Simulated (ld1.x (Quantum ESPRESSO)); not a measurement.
**Reading a pseudo-wave (samarium (Sm))**

Columns: radius, all-electron u(r) and pseudo u(r) of the 5p shell (level -49.80 eV) of samarium in the configuration [Kr] 4d10 4f5 5s2 5p6 5d0 6s0 6p0; BLYP, scalar-relativistic, TM semilocal scheme, ld1.x (Quantum ESPRESSO) 7.5.

```json
{"r (bohr)": "0.165", "all-electron": "-0.3047", "pseudo": "-0.0241"}
{"r (bohr)": "0.330", "all-electron": "0.1702", "pseudo": "-0.0948"}
{"r (bohr)": "0.495", "all-electron": "0.4781", "pseudo": "-0.2073"}
{"r (bohr)": "0.660", "all-electron": "0.1936", "pseudo": "-0.3529"}
{"r (bohr)": "0.825", "all-electron": "-0.2504", "pseudo": "-0.5176"}
{"r (bohr)": "0.990", "all-electron": "-0.6097", "pseudo": "-0.6801"}
{"r (bohr)": "1.155", "all-electron": "-0.8262", "pseudo": "-0.8135"}
{"r (bohr)": "1.320", "all-electron": "-0.9171", "pseudo": "-0.8926"}
{"r (bohr)": "1.485", "all-electron": "-0.9181", "pseudo": "-0.9055"}
{"r (bohr)": "1.650", "all-electron": "-0.8630", "pseudo": "-0.8600"}
{"r (bohr)": "1.815", "all-electron": "-0.7778", "pseudo": "-0.7776"}
{"r (bohr)": "1.980", "all-electron": "-0.6806", "pseudo": "-0.6806"}
{"r (bohr)": "2.145", "all-electron": "-0.5826", "pseudo": "-0.5826"}
{"r (bohr)": "2.310", "all-electron": "-0.4905", "pseudo": "-0.4905"}
{"r (bohr)": "2.475", "all-electron": "-0.4075", "pseudo": "-0.4075"}
{"r (bohr)": "2.640", "all-electron": "-0.3350", "pseudo": "-0.3350"}
{"r (bohr)": "2.805", "all-electron": "-0.2731", "pseudo": "-0.2731"}
{"r (bohr)": "2.970", "all-electron": "-0.2210", "pseudo": "-0.2210"}
{"r (bohr)": "3.135", "all-electron": "-0.1777", "pseudo": "-0.1777"}
{"r (bohr)": "3.300", "all-electron": "-0.1421", "pseudo": "-0.1421"}
{"r (bohr)": "3.465", "all-electron": "-0.1130", "pseudo": "-0.1130"}
{"r (bohr)": "3.630", "all-electron": "-0.0894", "pseudo": "-0.0894"}
{"r (bohr)": "3.795", "all-electron": "-0.0704", "pseudo": "-0.0704"}
{"r (bohr)": "3.960", "all-electron": "-0.0552", "pseudo": "-0.0552"}
{"r (bohr)": "4.125", "all-electron": "-0.0431", "pseudo": "-0.0431"}
{"r (bohr)": "4.290", "all-electron": "-0.0335", "pseudo": "-0.0335"}
```

How many radial nodes do the two functions have?

The all-electron 5p function has n − l − 1 = 3 (the table is too coarse to show those close to the nucleus); the pseudo-wave has 0, since the states of the same l below it are removed with the core.

At about which radius was the pseudo-wave matched?

2.00 bohr. The columns agree to 0.0005 from 1.81 bohr on; several derivatives are matched, so the curves merge somewhat inside the radius.

Is the pseudo-wave norm-conserving?

Yes: the TM semilocal scheme keeps the norm inside the radius equal to the all-electron one, which fixes the energy derivative of the logarithmic derivative at the level.
